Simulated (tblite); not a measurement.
C7H11N (charge +1 and doublet state).
SMILES with atom numbers: `[CH3:1][C:2]1=[CH:3][C@@:4]2([NH2+:5])[CH2:6][C@H:7]2[CH2:8]1` (hydrogens: H9, H10, H11 on C1; H12 on C3; H13, H14 on N5; H15, H16 on C6; H17 on C7; H18, H19 on C8)

Geometry (GFN2-xTB, Å), atoms numbered from 1 in this order:
```xyz
19
C7H11N angstrom
C      2.5502    0.4519   -0.6105
C      1.1449    0.2006   -0.2628
C      0.0605    0.8351   -0.7725
C     -1.1929    0.3340   -0.2431
N     -2.2754    1.1516   -0.0932
C     -1.4501   -1.1950   -0.3876
C     -0.7509   -0.7727    0.8255
C      0.7586   -0.8081    0.7826
H      3.0398   -0.4769   -0.9057
H      3.0964    0.8172    0.2610
H      2.6397    1.1820   -1.4095
H      0.0961    1.6551   -1.4683
H     -3.1885    0.7762    0.1041
H     -2.2158    2.1171   -0.3732
H     -0.8972   -1.6844   -1.1763
H     -2.4889   -1.4839   -0.3213
H     -1.2605   -0.7623    1.7770
H      1.1903   -0.5248    1.7455
H      1.1339   -1.8037    0.5362
```

Computed with GFN2-xTB (tblite): harmonic, unscaled wavenumbers at the GFN2-xTB geometry, gas phase. Against measured fundamentals such values can be off by several per cent, at times by over 20. One conformer, not necessarily the lowest. Open shells enter through the occupations alone, without spin polarisation, and single modes of such species can be off by tens of per cent.

Harmonic wavenumbers (cm⁻¹): 85.6, 136.0, 206.5, 254.0, 282.1, 309.1, 385.7, 399.4, 416.3, 479.5, 519.6, 576.8, 654.2, 762.1, 800.5, 847.0, 890.9, 912.7, 918.0, 955.2, 964.3, 983.0, 1008.1, 1056.3, 1060.0, 1116.1, 1151.1, 1162.0, 1217.1, 1247.2, 1300.9, 1336.2, 1373.1, 1390.6, 1417.8, 1422.5, 1432.4, 1435.4, 1465.2, 1583.0, 2969.6, 2984.8, 2988.0, 3010.6, 3067.1, 3079.0, 3084.8, 3104.8, 3131.9, 3452.3, 3510.9.

A = 4059, B = 1683, C = 1365 MHz; mass 109.089 u (most abundant isotopes); point group C1, symmetry number 1; spin multiplicity 2.

Q: Zero-point energy?

A: Half the sum of the wavenumbers: 35149 cm⁻¹ = 420.47 kJ/mol.

Q: What is S at 273.15 K and 1 bar for an ideal gas of classical rigid rotors and harmonic oscillators?

A: Translation 165.55, rotation 115.79, vibration 75.52, spin (R ln 2) 5.76: S = 362.6 J/(mol K).

Q: And Cp and H(273.15 K) − H(0)?

A: Cp = 137.03 J/(mol K), of which vibrations give 103.77 (their classical limit is 51 R = 424.0); H(273.15 K) − H(0) = 21.51 kJ/mol without the zero-point energy, 12.42 from vibrations.

Q: Blend soft modes into free rotors: weight 1/[1 + (100 cm⁻¹/ν̃)⁴] for the oscillator and the rest for a rotor with moment μB/(μ + B), μ = h/(8π²ν), B = 10⁻⁴⁴ kg m². What vibrational entropy results?

A: 73.63 J/(mol K) in place of 75.52, which changes −T·S at 273.15 K by +0.51 kJ/mol.

Q: What must be added to the electronic energy to get the Gibbs energy at 273.15 K and 1 bar?

A: ZPE + [H(273.15 K) − H(0)] − T·S = 420.47 + 21.51 − 99.05 = 342.93 kJ/mol.

Q: Which modes carry the vibrational entropy at 273.15 K?

A: 85.6 cm⁻¹: 15.01; 136.0 cm⁻¹: 11.26; 206.5 cm⁻¹: 8.01; 254.0 cm⁻¹: 6.49; 282.1 cm⁻¹: 5.75; 309.1 cm⁻¹: 5.12 J/(mol K); the other 45 give 23.87 together.

Q: How do the functions run with temperature in this model?

A: 
| T (K) | S (J/(mol K)) | Cp (J/(mol K)) | H − H(0) (kJ/mol) | G − H(0) (kJ/mol) | ln q(vib) |
| --- | --- | --- | --- | --- | --- |
| 100 | 269.5 | 61.9 | 4.39 | -22.56 | 0.62 |
| 200 | 325.3 | 104.3 | 12.69 | -52.37 | 2.21 |
| 300 | 376.0 | 149.3 | 25.35 | -87.46 | 4.16 |
| 500 | 472.3 | 230.1 | 63.72 | -172.42 | 8.52 |
| 800 | 598.5 | 305.7 | 145.19 | -333.63 | 15.33 |
| 1000 | 670.4 | 338.2 | 209.74 | -460.67 | 19.68 |

q(vib) and H(0) count from the zero-point level.

Hindered rotation and anharmonicity are outside this model. Other conformers, if any are populated, would add a mixing term that is left out. The structure is chiral; the term R ln 2 for an equal mix with its mirror image is left out.
